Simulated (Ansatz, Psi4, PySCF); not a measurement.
C₄H₈AlF, singlet, at a GFN2-xTB geometry (such geometries of metal compounds can be far from the true shape), atoms displaced at random by about 0.03 Å a coordinate. Base run: HF/STO-3G, gradient (PySCF).

PySCF was given this input:
```python
from pyscf import gto, scf

mol = gto.Mole()
mol.atom = '''
    Al   -0.29780394    0.23989365    0.62878784
    F    -0.80812337    0.79394261    2.07748906
    C     1.61980084    0.64333947    0.18044414
    C     2.21939945    0.06666917   -1.15908565
    H     2.26912991    0.19021027    1.02694320
    H     1.80226576    1.73297384    0.24063258
    H     1.63429860    0.53912720   -1.96613467
    H     2.06122686   -1.02935901   -1.22806844
    H     3.26007278    0.35580745   -1.24871820
    C    -1.63952197   -0.73093663   -0.41645841
    C    -1.44478658   -1.24574207   -1.66620490
    H    -2.62757935   -0.86511733   -0.07068844
    H    -2.17557199   -1.75910107   -2.20884425
    H    -0.42333226   -1.25743780   -2.19176282
'''
mol.basis = 'sto-3g'
mol.verbose = 3
mol.build()

mf = scf.RHF(mol)
mf.kernel()
g = mf.nuc_grad_method()
grad = g.kernel()
```

Programs used: Ansatz (a program for electronic structure), Psi4, PySCF; a row that names a program was run with it.

The coordinate followed is y of atom 7.

The base run was repeated with changes; each row names its change, and settings that it needs were set with it.

| change | dE/dx (Eh/bohr) | net force (Eh/bohr) |
|---|---|---|
| base | 0.009932 | 0.000000 |
| finite difference step (bohr) = 1e-3; conv_tol = 1e-11 | 0.009932 | - |
| conv_tol = 1e-6 | 0.009933 | 0.000000 |
| conv_tol = 1e-4 | 0.009930 | 0.000000 |
| conv_tol = 1e-11 | 0.009932 | 0.000000 |
| finite difference step (bohr) = 1e-4; conv_tol = 1e-11 | 0.009932 | - |
| code = ansatz | 0.009933 | 0.000000 |
| code = psi4 | 0.009933 | 0.000000 |
| density fitting = on | 0.009933 | 0.000000 |
| finite difference step (bohr) = 0.05; conv_tol = 1e-11 | 0.009951 | - |
| finite difference step (bohr) = 1e-5; conv_tol = 1e-11 | 0.009932 | - |
| finite difference step (bohr) = 0.01; conv_tol = 1e-11 | 0.009933 | - |

The net force is zero for an exact gradient.
